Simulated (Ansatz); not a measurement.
(KI)4 cube (K₄I₄), 8 atoms. Hardware: 4 threads of Intel Xeon Platinum 8259CL on a shared host.

In the def2 sets I takes a core potential; there is no spin–orbit coupling. Correlated methods freeze 36 core orbitals; core or outer-core shells of I, K are correlated, in sets that lack core-valence functions.

(1) How many basis functions does each of these Ansatz runs have, and roughly what does it cost? RPA@PBE/def2-TZVP, charge 0 singlet, energy, from earlier orbitals; BHLYP-D4/def2-TZVP, charge 0 singlet, energy, from earlier orbitals; PBE0-D4/def2-TZVP, charge 0 singlet, energy, from earlier orbitals; r2SCANh-D4/def2-TZVP, charge 0 singlet, energy, from earlier orbitals; PBE-D4/def2-TZVP, charge 0 singlet, energy and forces, from earlier orbitals; BLYP-D4/def2-TZVP, charge 0 singlet, energy, from earlier orbitals; r2SCAN-D4/def2-TZVP, charge 0 singlet, energy, from earlier orbitals; r2SCAN-D4/def2-SVP, charge 0 singlet, relaxation, 3 steps; PBE-D4/def2-SVP, charge 0 singlet, energy, from earlier orbitals; MP2/def2-TZVP, charge 0 singlet, energy, from earlier orbitals; PBE0-D4/def2-SVP, charge 0 singlet, energy, from earlier orbitals.

Results:

(1) Other jobs shared the machine, so times can vary by a factor of up to 3. A dash marks memory too small to be measured apart from the calling script's.

| run | functions | fitting or Cholesky vectors | wall time | peak host memory (GiB) |
| --- | --- | --- | --- | --- |
| PBE-D4/def2-SVP, charge 0 singlet, energy, from earlier orbitals | 200 | 2368 | 6 s | – |
| PBE0-D4/def2-SVP, charge 0 singlet, energy, from earlier orbitals | 200 | 2248 | 9 s | 0.94 |
| BLYP-D4/def2-TZVP, charge 0 singlet, energy, from earlier orbitals | 332 | 2768 | 11 s | 0.91 |
| PBE-D4/def2-TZVP, charge 0 singlet, energy and forces, from earlier orbitals | 332 | 2768 | 13 s | 0.91 |
| r2SCAN-D4/def2-TZVP, charge 0 singlet, energy, from earlier orbitals | 332 | 2768 | 19 s | 1 |
| r2SCAN-D4/def2-SVP, charge 0 singlet, relaxation, 3 steps | 200 | 2368 | 21 s | – |
| BHLYP-D4/def2-TZVP, charge 0 singlet, energy, from earlier orbitals | 332 | 3216 | 22 s | 2 |
| PBE0-D4/def2-TZVP, charge 0 singlet, energy, from earlier orbitals | 332 | 3216 | 23 s | 2.1 |
| MP2/def2-TZVP, charge 0 singlet, energy, from earlier orbitals | 332 | 3216 | 25 s | 2 |
| RPA@PBE/def2-TZVP, charge 0 singlet, energy, from earlier orbitals | 332 | 3216 | 32 s | 1.9 |
| r2SCANh-D4/def2-TZVP, charge 0 singlet, energy, from earlier orbitals | 332 | 3216 | 32 s | 2.1 |
